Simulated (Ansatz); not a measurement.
The same path of CH5FOSi2 (10 atoms, charge 0, multiplicity 1) was run 3 times with different band settings. The coordinate that changes most is the dihedral H6–C2–Si3–Si5.

The calculation used RKS CAM-B3LYP/def2-SVP (Ansatz 0.2.0).

Relaxed end points:

```xyz
10
Properties=species:S:1:pos:R:3
O -0.630 2.140 0.923
C -0.339 1.117 1.495
Si 0.707 -0.180 0.543
F 0.806 -1.533 1.448
Si -0.306 -0.655 -1.515
H -0.673 0.942 2.555
H 2.077 0.380 0.400
H -0.369 0.592 -2.322
H 0.491 -1.681 -2.240
H -1.682 -1.172 -1.283
```

```xyz
10
Properties=species:S:1:pos:R:3
O -1.131 1.745 0.882
C -0.443 0.983 1.520
Si 0.727 -0.201 0.561
F 0.873 -1.589 1.404
Si -0.234 -0.550 -1.545
H -0.482 0.995 2.643
H 2.075 0.430 0.512
H -0.137 0.707 -2.333
H 0.495 -1.633 -2.260
H -1.660 -0.939 -1.381
```

Common settings: movable images 7; spring 5.0 eV/Å²; start path IDPP; force threshold 0.05 eV/Å; iteration limit 60.

| run | climbing image | optimiser | end points |
| --- | --- | --- | --- |
| 1 | yes | quadratic models (default) | relaxed |
| 2 | from the first iteration | lbfgs | relaxed |
| 3 | yes | quadratic models (default) | as typed, not relaxed |

Q: What does each run give, and how far can it be trusted?

A: Run 1: converged after 5 iterations, highest image 0.000 eV above the first end. The highest image is an end point: on this band no image between the ends rises above it.
Run 2: converged after 7 iterations, highest image 0.000 eV above the first end. The highest image is an end point: on this band no image between the ends rises above it.
Run 3: not converged after 60 iterations, highest image 0.089 eV above the first end. The band didn't meet its force threshold, so its energies are provisional: the largest band force was still 2.18 eV/Å, and over the last iterations the top stayed at 0.09 eV. The end points aren't both relaxed to the band's threshold either. Inner images lie below an end point, which means an intermediate or an end that isn't the lowest structure nearby.
